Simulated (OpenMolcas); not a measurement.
Computed levels of 5s2 5p in ions with 49 electrons, in cm-1 above 2P* 1/2.

| Property | Result |
| --- | --- |
| Program | OpenMolcas 26.06 |
| Method | CASSCF |
| Basis | ANO-RCC-VQZP |
| Scalar Hamiltonian | DKH2, point nucleus |
| Spin-orbit coupling | RASSI with atomic mean-field integrals over the reference wave functions, term energies averaged over their components |

Active space for each ion: 1 electron in 3 orbitals (5p).

```json
{"Level": "2P* 3/2", "In": "1884", "Sb2+": "5704", "Te3+": "8062", "I4+": "10740", "Xe5+": "13897"}
```

Q: Estimate 2P* 3/2 for Sn+ from its neighbours In and Sb2+.

A: 2P* 3/2 is fine structure, which grows about as the fourth power of a screened charge, so the fourth roots are averaged: ((1884^0.25 + 5704^0.25) / 2)^4 = 3406. The calculation gives 3704, so the estimate is off by -8.0 %; the measured value is 4251 (NIST Handbook of Basic Atomic Spectroscopic Data).

With one active electron the reference holds no correlation, so core polarisation is missing. Measured partners are found by configuration, term and J. A level has none where our copy of the source lacks it or the pairing is in doubt (some pairs that miss far off the trend of their configuration count as doubtful), and it then counts in no deviation. Only configurations of the active space appear.

* marks odd parity.
